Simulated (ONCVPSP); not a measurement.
Ranking ONCV potentials for cobalt

All share these settings but for the change named:

ONCVPSP 4.0.1 input, shortened (lines: element, Z, core and valence counts, functional; n l f; lmax; l rc ep ncon nbas qcut; lloc lpopt rc5 dvloc0; l nproj debl; icmod fcfact rcfact), PBE, scalar-relativistic:

```
  Co 27.00    3    4        4      upf
    1    0    2.00
    2    0    2.00
    2    1    6.00
    3    0    2.00
    3    1    6.00
    3    2    7.00
    4    0    1.00
    2
    0    1.10    0.00    4    8    8.90
    1    1.30    0.00    5    9   12.60
    2    0.95    0.00    5   10   17.70
    4    4    0.65    0.00
    0    2    4.00
    1    2    3.20
    2    2    2.80
    3    3.50    1.25
```

Cutoff: the first of the cutoffs (Ha) at which the residual kinetic energy of the hardest occupied pseudo-wave falls to 1 and 0.1 mHa per electron; the density cutoff is not measured.

The base gives 115 Ha.

Of 6 variants that were run, those that failed, showed a ghost or another fault, or gave nearly equal values are left out.

A variant can come out equal or close to the base.

(1) Rank these variants from softest to hardest (loose cutoff).
A. all radii but the core radius scaled by about 1.31 (s 1.44, p 1.70, d 1.24 bohr); local potential polynomial inside 0.84 bohr (lpopt 4, dvloc0 0 Ha)
B. all radii but the core radius scaled by about 0.86 (s 0.94, p 1.12, d 0.82 bohr); local potential polynomial inside 0.56 bohr (lpopt 4, dvloc0 0 Ha)
C. all radii but the core radius scaled by about 0.78 (s 0.86, p 1.02, d 0.74 bohr); local potential polynomial inside 0.50 bohr (lpopt 4, dvloc0 0 Ha)
D. all radii but the core radius scaled by about 1.12 (s 1.24, p 1.46, d 1.06 bohr); local potential polynomial inside 0.72 bohr (lpopt 4, dvloc0 0 Ha)

Results:

(1) A (86 Ha), D (104 Ha), B (129 Ha), C (190 Ha).
